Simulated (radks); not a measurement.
Results of a calculation; reference values are marked as such.
Question: Dipole-allowed excitations along the series with 2 electrons in [He]. Level of theory: scalar-relativistic Kohn-Sham, LB94 model potential, spin-unpolarised, spherical densities, finite nucleus; Fermi nuclear charge, rms radius of each element as measured or else 0.836 A^(1/3) + 0.57 fm (a radial shooting solver on a logarithmic mesh with Libxc functionals). Time-dependent linear response with the Hartree and adiabatic LDA kernel, continuum included through the Sternheimer equations, no spin-orbit coupling, so fine structure and intercombination lines are absent. Lines are the poles of the dipole polarisability below minus the highest occupied eigenvalue, found on a grid refined at the orbital gaps; the lowest seven at most are given, and weak or close lines can be missed. The first line takes the name of the lowest orbital gap if no other gap lies below it; otherwise a line is named after a gap within 0.6 % of it, if that gap stands alone.

| species | -e(HOMO) (eV) | lowest orbital gap (eV) | first line (eV) | f | static alpha (bohr^3) |
|---|---|---|---|---|---|
| Al11+ | 2060.8 | 1s-2p 1581.4 | 1585.3 (1s-2p) | 0.737 | 0.0003550 |
| Si12+ | 2410.4 | 1s-2p 1846.7 | 1851.2 (1s-2p) | 0.743 | 0.0002611 |
| P13+ | 2787.6 | 1s-2p 2132.8 | 2138.0 (1s-2p) | 0.749 | 0.0001963 |
| S14+ | 3192.5 | 1s-2p 2439.7 | 2445.6 (1s-2p) | 0.753 | 0.0001503 |
| Ar16+ | 4085.6 | 1s-2p 3116.2 | 3123.9 (1s-2p) | 0.760 | 0.00009246 |

Estimate the first line of Cl15+, its oscillator strength and the static polarisability.

Answer: 2774.2 eV (1s-2p), f = 0.757, alpha = 0.0001171 bohr^3.
